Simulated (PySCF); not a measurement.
Mg(H)(SH) (H2MgS), SMILES [MgH][SH]. The structure is a stationary point at B3LYP-D3(BJ)/def2-TZVP.

Computed equilibrium geometry at B3LYP-D3(BJ)/def2-TZVP (PySCF confirms it by a frequency run) as Cartesian coordinates in Å, and its point group:
point group Cs.
```xyz
4

Mg     0.0008     1.2525     0.0000
H      0.0325     2.9406     0.0000
S     -0.0814    -1.0500     0.0000
H      1.2593    -1.1709     0.0000
```
Charge 0, spin multiplicity 1.
